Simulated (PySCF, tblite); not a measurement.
Species: C₄H₈F₂OSi₂.
Numbering: `[F:1][CH:2]([F:3])[C@@:4]1([SiH3:5])[CH:6]=[CH:7][O:8][SiH2:9]1` (hydrogens: H10 on C2; H11, H12, H13 on Si5; H14 on C6; H15 on C7; H16, H17 on Si9)

Structure used (GFN2-xTB), in Å, numbered top down from 1:
```xyz
17
C4H8F2OSi2 angstrom
F      1.391    2.120    0.502
C      0.574    1.546   -0.425
F      1.298    1.532   -1.578
C      0.156    0.154   -0.032
Si     1.710   -0.867    0.448
C     -0.779    0.194    1.141
C     -1.947   -0.397    0.950
O     -2.198   -0.938   -0.282
Si    -0.973   -0.668   -1.352
H     -0.266    2.242   -0.578
H      1.228   -2.194    0.835
H      2.585   -0.940   -0.719
H      2.369   -0.222    1.581
H     -0.489    0.658    2.068
H     -2.749   -0.519    1.659
H     -1.434    0.258   -2.382
H     -0.484   -1.946   -1.845
```

Computed with PBE0/pcSseg-1 in PySCF (dipole) on a GFN2-xTB geometry, gas phase.

Take the most abundant isotopes and a rigid rotor. The values belong to one conformer with, in the numbering `[F:1][CH:2]([F:3])[C@@:4]1([SiH3:5])[CH:6]=[CH:7][O:8][SiH2:9]1`, F1–C2–C4–Si5 -50°.

(1) Give the principal moments of inertia and the rotational constants in MHz.

(2) Classify the top.

(3) Is it planar, by Δ = Ic − Ia − Ib?

(4) Which lines would a microwave search look for?

(5) Estimate the classical rotational partition function at 25 K, 50 K and 100 K.

Answers

(1) Ia = 302.33, Ib = 541.43, Ic = 572.69 u·Å²; 505379 MHz·u·Å²/I gives A = 1672, B = 933.4, C = 882.5 MHz.

(2) An asymmetric top; Ray's κ = -0.871.

(3) Not planar: Δ = Ic − Ia − Ib = -271.07 u·Å². For a rigid frame Δ = −2 Σ m c², so Σ m c² = 135.53 u·Å² lies off the ab plane: 20.83 from hydrogen and 114.71 from heavier atoms. The atom farthest from that plane is 2.20 Å away.

(4) The dipole components are |μa| = 1.30 D, |μb| = 0.14 D, |μc| = 0.31 D. The squared components, which scale the intensities, stand as 1.00 : 0.01 : 0.06 (a : b : c). Some lines, for components of 0.1 D or more:

| type | branch | J(Ka,Kc) | MHz | lower level (cm⁻¹) |
| --- | --- | --- | --- | --- |
| a | Q | 3(1,2) ← 3(1,3) | 306 | 0.384 |
| c | Q | 3(1,3) ← 3(0,3) | 622 | 0.363 |
| c | Q | 1(1,1) ← 1(0,1) | 738 | 0.061 |
| b | Q | 1(1,0) ← 1(0,1) | 789 | 0.061 |
| b | Q | 3(1,2) ← 3(0,3) | 928 | 0.363 |
| b | Q | 3(2,1) ← 3(1,2) | 2153 | 0.394 |
| b | Q | 2(2,1) ← 2(1,2) | 2367 | 0.205 |
| b | Q | 3(2,2) ← 3(1,3) | 2445 | 0.384 |
| b | R | 1(1,1) ← 0(0,0) | 2554 | 0.000 |
| c | R | 1(1,0) ← 0(0,0) | 2605 | 0.000 |
| b | R | 2(0,2) ← 1(1,1) | 2891 | 0.085 |
| b | R | 3(1,2) ← 2(2,1) | 3308 | 0.284 |
| a | R | 2(1,2) ← 1(1,1) | 3581 | 0.085 |
| a | R | 2(1,1) ← 1(1,0) | 3683 | 0.087 |
| c | Q | 3(3,1) ← 3(2,1) | 3807 | 0.466 |
| b | Q | 3(3,1) ← 3(2,2) | 3820 | 0.465 |
| b | R | 2(1,2) ← 1(0,1) | 4319 | 0.061 |
| b | R | 3(0,3) ← 2(1,2) | 4748 | 0.205 |
| a | R | 3(0,3) ← 2(0,2) | 5438 | 0.182 |
| a | R | 3(2,2) ← 2(2,1) | 5448 | 0.284 |
| a | R | 3(2,1) ← 2(2,0) | 5458 | 0.284 |
| b | R | 2(2,1) ← 1(1,0) | 5897 | 0.087 |
| c | R | 2(2,1) ← 1(1,1) | 5948 | 0.085 |
| b | R | 3(1,3) ← 2(0,2) | 6059 | 0.182 |
| c | R | 3(1,2) ← 2(0,2) | 6365 | 0.182 |
| b | R | 3(2,2) ← 2(1,1) | 7662 | 0.210 |
| c | R | 3(2,2) ← 2(1,2) | 7815 | 0.205 |
| c | R | 3(3,1) ← 2(2,1) | 9268 | 0.284 |

(5) Point group C1, symmetry number σ = 1; q = (√π/σ)·√((kT/h)³/(ABC)), k/h = 20836.6 MHz/K: 18000 at 25 K, 50800 at 50 K, 144000 at 100 K.

Its GFN2-xTB frequencies are all real (lowest 51 cm⁻¹). Constants of a rigid frame at the computed geometry: no zero-point averaging, no centrifugal distortion. A rigid rotor knows nothing of internal rotation, which can split or shift real lines.
